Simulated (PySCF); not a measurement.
# One molecule, several mistakes: AlGeH5N2

All numbers below are calculated, not measured. They come from PySCF 2.14.0, an open-source quantum chemistry program, on an isolated molecule that a program drew, which may never have been made. The molecule is AlGeH5N2 (charge 0, singlet), drawn as the SMILES string `[NH]=[Al][NH][GeH3]`.

Each row is a Hartree-Fock (HF) and frozen-core CCSD(T) single point in the cc-pV(D+d)Z basis, meant for a local HF minimum. Run 1 is clean. Each other run has one planted mistake out of seven kinds, and not every kind appears here: one electron removed, one electron added, multiplicity raised by two, geometry at a saddle point, minimal basis STO-3G, one bond length entered in bohr, all coordinates scaled. The reference is restricted for singlets and unrestricted otherwise, and also for a bond in bohr. Adding or removing an electron swaps singlet and doublet. Electrons count all cores. HOMO and LUMO are orbital energies over both spins, the gradient is its largest component, and the lowest frequency (negative if imaginary) is given only where the gradient is small. Bond lengths are over the 8 bonds as drawn. T1 is the CCSD diagnostic: over 0.02 (restricted) or 0.045 (unrestricted) a single reference is doubtful. Germanium has the cc-pVDZ-PP basis, with a core potential (ECP10MDF) in place of its 10 inner electrons, and its 3s, 3p and 3d shells are frozen in CCSD(T).

Geometry of the clean run:
```xyz
9
AlGeH5N2, angstrom
N     0.3395   -1.9015   -2.0951
Al   -1.0977   -1.4745   -1.5629
N    -2.6803   -1.0001   -0.9650
Ge   -3.2001   -0.4559    0.7284
H     1.2360   -2.1674   -2.4177
H    -3.4451   -1.0151   -1.6200
H    -4.2580   -1.4118    1.2846
H    -3.7692    0.9635    0.6721
H    -1.9366   -0.4938    1.5896
```

| run | electrons | basis functions | <S^2> | HOMO (eV) | LUMO (eV) | gradient (hartree/bohr) | lowest frequency (cm^-1) | mean bond (Å) | longest bond (Å) | T1 | HF (hartree) | CCSD(T) (hartree) | mistake |
|---|---|---|---|---|---|---|---|---|---|---|---|---|---|
| 1 | 64 | 99 | 0.000 | -8.79 | 1.78 | 3.6e-05 | 82 | 1.4734 | 1.853 | 0.0184 | -647.08749 | -647.64041 | no fault |
| 2 | 63 | 99 | 0.759 | -15.50 | -5.05 | 1.1e-01 | - | 1.4734 | 1.853 | 0.0183 | -646.85352 | -647.35144 | one electron removed |
| 3 | 64 | 99 | 1.232 | -7.38 | 1.85 | 3.7e-02 | - | 1.6504 | 3.007 | 0.0436 | -647.00859 | -647.52737 | one bond length entered in bohr |
| 4 | 65 | 99 | 0.909 | 0.55 | 7.26 | 4.4e-02 | - | 1.4734 | 1.853 | 0.0326 | -647.04251 | -647.61611 | one electron added |
| 5 | 64 | 99 | 0.000 | -9.40 | 2.25 | 1.3e-01 | - | 1.3276 | 1.670 | 0.0147 | -646.95897 | -647.48923 | ? |
| 6 | 64 | 99 | 2.010 | -5.09 | 1.15 | 1.1e-01 | - | 1.4734 | 1.853 | 0.0192 | -647.01857 | -647.53557 | ? |

**Which mistake was planted in run 5, and what did it cost?**

The mean and the longest bond both change by the same factor, 0.901, and the gradient is no longer small. So the mistake is: all coordinates scaled. Subtracting run 1 and multiplying by 627.51 kcal/mol a hartree, the energy moved by 80.6 kcal/mol in HF and 94.9 kcal/mol in CCSD(T).

**Which mistake was planted in run 6, and what did it cost?**

Electrons, basis and geometry are unchanged, and <S^2> is 2.010, beside S(S+1) = 2.00 for a multiplicity of 3. So the mistake is: multiplicity raised by two. Subtracting run 1 and multiplying by 627.51 kcal/mol a hartree, the energy moved by 43.2 kcal/mol in HF and 65.8 kcal/mol in CCSD(T).

Cautions from the logs. Run 4: the HOMO is above zero, so the electron isn't bound and the energy depends on the basis.
